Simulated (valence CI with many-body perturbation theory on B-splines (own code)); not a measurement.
E1 line list for Sb20+

Computed by valence CI with perturbative core correlation (CI+MBPT): three valence electrons over a frozen Dirac-Fock core [Ar] 3d10, radial functions for each j: 11 s, 11 p, 9 d, 7 f, 5 g, 2 h, 1 i, with the one-electron correlation potential Σ1 (screened to all orders), the two-electron term Σ2, the three-electron term Σ3, Breit, model QED; selected single and double excitations, second order for the rest (own B-spline code, finite nucleus).

No measured levels were compared; by estimate levels hold to about 250 cm⁻¹ or 0.2 % of their energy and the worst to 1 %, as in measured heavy ions of charge 2 to 7; those with d or f electrons hold less well.

Lines 101 to 150 of 272 in falling wavelength, among levels below 1715000 cm⁻¹, chosen from the strongest by gf and those to the six lowest levels. Wavelengths and rates use the calculated energies, so an error of 2000 cm⁻¹ moves a line at 192.6 Å by 0.39 % and its rate by three times that or more. Electric multipoles are in the length gauge, E1 and E2 with the static RPA response of the core. Weak lines are less certain than strong ones. Lines between different terms over intervals too small for the method are left out, as are lines whose strength nearly cancels. Where a level lies close to another of its J and parity, the split of strength between their lines is uncertain. The highest levels of a list are the least certain.

Names give the largest LS component (configuration and term), which can be under half, so a name can repeat, a term be missing and a line seem to break the LS rules; names also repeat where a configuration has a term twice. Letters in brackets count levels of one name in rising energy.

```
λ vac (Å)                 Upper                 Lower   A (s⁻¹)  S (a.u.) with core polarisation  S without
    192.6       4p3 2P°_3/2 [a]         4s.4p2 4P_1/2  1.52e+10                         2.14e-01   2.33e-01
    191.2         4s.4p2 2S_1/2        4s2.4p 2P°_3/2  5.84e+10                         4.03e-01   4.38e-01
    191.1         4s.4p2 2P_1/2        4s2.4p 2P°_1/2  8.11e+10                         5.58e-01   6.08e-01
    190.5     4p2.4d 2D_3/2 [b]  4s.4p.4d 2D°_3/2 [a]  9.70e+09                         1.32e-01   1.44e-01
    190.2      4s.4p.4d 2P°_3/2         4s2.4d 2D_5/2  6.58e+10                         8.94e-01   9.73e-01
    189.8       4p3 2P°_3/2 [b]         4s.4p2 2D_5/2  2.36e+10                         3.18e-01   3.47e-01
    189.6  4s.4p.4d 2P°_1/2 [b]         4s2.4d 2D_3/2  3.35e+10                         2.25e-01   2.46e-01
    189.4         4p2.4d 4D_3/2      4s.4p.4d 4F°_5/2  9.51e+09                         1.28e-01   1.39e-01
    189.2         4p2.4d 4D_5/2      4s.4p.4d 4F°_5/2  1.61e+10                         3.23e-01   3.52e-01
    189.1           4p3 4S°_3/2         4s.4p2 4P_3/2  2.85e+10                         3.81e-01   4.15e-01
    188.3         4s.4p2 2P_3/2        4s2.4p 2P°_3/2  9.37e+10                         1.23e+00   1.34e+00
    187.8  4s.4p.4d 2D°_5/2 [b]         4s2.4d 2D_5/2  5.52e+10                         1.08e+00   1.18e+00
    187.5      4s.4p.4d 4F°_3/2         4s.4p2 2D_3/2  3.05e+09                         3.97e-02   4.30e-02
    187.2           4p3 2D°_5/2         4s.4p2 4P_3/2  1.09e+08                         2.12e-03   2.29e-03
    184.2  4s.4p.4d 2D°_3/2 [c]         4s2.4d 2D_3/2  5.91e+10                         7.28e-01   7.93e-01
    181.2      4s.4p.4d 4F°_5/2         4s.4p2 2D_3/2  9.11e+07                         1.61e-03   1.81e-03
    175.7         4p2.4d 4D_7/2      4s.4p.4d 4F°_7/2  4.40e+09                         9.43e-02   1.03e-01
    174.4       4p3 2P°_3/2 [b]         4s.4p2 2D_3/2  4.90e+09                         5.14e-02   5.60e-02
    170.6      4s.4p.4d 4F°_3/2         4s.4p2 4P_5/2  2.80e+08                         2.75e-03   2.97e-03
    170.3           4p3 2P°_1/2         4s.4p2 4P_3/2  6.05e+08                         2.95e-03   3.21e-03
    169.4  4s.4p.4d 2D°_3/2 [b]         4s.4p2 2P_3/2  1.82e+10                         1.75e-01   1.90e-01
    169.3           4p3 4S°_3/2         4s.4p2 4P_1/2  9.73e+09                         9.32e-02   1.02e-01
    168.9         4p2.4d 2P_3/2           4p3 2D°_5/2  1.84e+10                         1.75e-01   1.90e-01
    168.1      4s.4p.4d 4P°_5/2         4s.4p2 2D_3/2  1.18e+09                         1.67e-02   1.81e-02
    166.0      4s.4p.4d 4D°_3/2         4s.4p2 2D_3/2  9.70e+09                         8.76e-02   9.49e-02
    165.4      4s.4p.4d 4F°_5/2         4s.4p2 4P_5/2  7.80e+09                         1.04e-01   1.13e-01
    165.3      4s.4p.4d 4D°_1/2         4s.4p2 2D_3/2  2.15e+08                         9.59e-04   1.02e-03
    163.5     4p2.4d 2D_5/2 [b]       4p3 2P°_3/2 [b]  6.83e+09                         8.84e-02   9.61e-02
    162.5      4s.4p.4d 4F°_3/2         4s.4p2 4P_3/2  3.66e+09                         3.10e-02   3.36e-02
    160.7  4s.4p.4d 2D°_3/2 [a]         4s.4p2 2P_1/2  3.66e+10                         2.99e-01   3.24e-01
    160.6         4s.4p2 2S_1/2        4s2.4p 2P°_1/2  4.36e+09                         1.78e-02   1.94e-02
    160.5         4p2.4d 4F_5/2       4p3 2P°_3/2 [a]  1.47e+10                         1.80e-01   1.93e-01
    159.7       4p3 2P°_3/2 [b]         4s.4p2 4P_5/2  3.37e+06                         2.71e-05   3.07e-05
    159.2      4s.4p.4d 4D°_7/2         4s.4p2 2D_5/2  1.45e+10                         2.32e-01   2.50e-01
    159.1         4p2.4d 4D_5/2           4p3 2D°_5/2  9.90e+09                         1.18e-01   1.27e-01
    159.1      4s.4p.4d 4P°_3/2         4s.4p2 2D_5/2  1.49e+10                         1.19e-01   1.28e-01
    158.5         4s.4p2 2P_3/2        4s2.4p 2P°_1/2  1.97e+10                         1.55e-01   1.68e-01
    157.9         4p2.4d 4D_3/2           4p3 4S°_3/2  3.19e+10                         2.48e-01   2.68e-01
    157.8         4p2.4d 4D_5/2           4p3 4S°_3/2  1.06e+10                         1.23e-01   1.32e-01
    157.7      4s.4p.4d 4F°_5/2         4s.4p2 4P_3/2  4.77e+09                         5.54e-02   5.98e-02
    157.2      4s.4p.4d 4F°_7/2         4s.4p2 4P_5/2  2.19e+10                         3.37e-01   3.63e-01
    155.0  4s.4p.4d 2F°_5/2 [a]         4s.4p2 2D_3/2  6.63e+10                         7.31e-01   7.90e-01
    154.8     4p2.4d 2D_3/2 [a]           4p3 2P°_1/2  3.94e+10                         2.88e-01   3.10e-01
    154.8     4p2.4d 2P_1/2 [a]           4p3 2P°_1/2  8.52e+10                         3.12e-01   3.37e-01
    154.5  4s.4p.4d 2P°_1/2 [a]         4s.4p2 2S_1/2  7.11e+10                         2.59e-01   2.79e-01
    154.4      4s.4p.4d 4P°_5/2         4s.4p2 4P_5/2  2.26e+10                         2.46e-01   2.66e-01
    154.1         4p2.4d 2G_7/2           4p3 2D°_5/2  2.92e+10                         4.21e-01   4.53e-01
    154.0           4p3 2P°_1/2         4s.4p2 4P_1/2  4.79e+08                         1.73e-03   1.88e-03
    153.7  4s.4p.4d 2P°_1/2 [b]         4s.4p2 2P_3/2  4.82e+10                         1.73e-01   1.87e-01
    153.3  4s.4p.4d 2D°_5/2 [a]         4s.4p2 2D_5/2  9.55e+10                         1.02e+00   1.10e+00
```
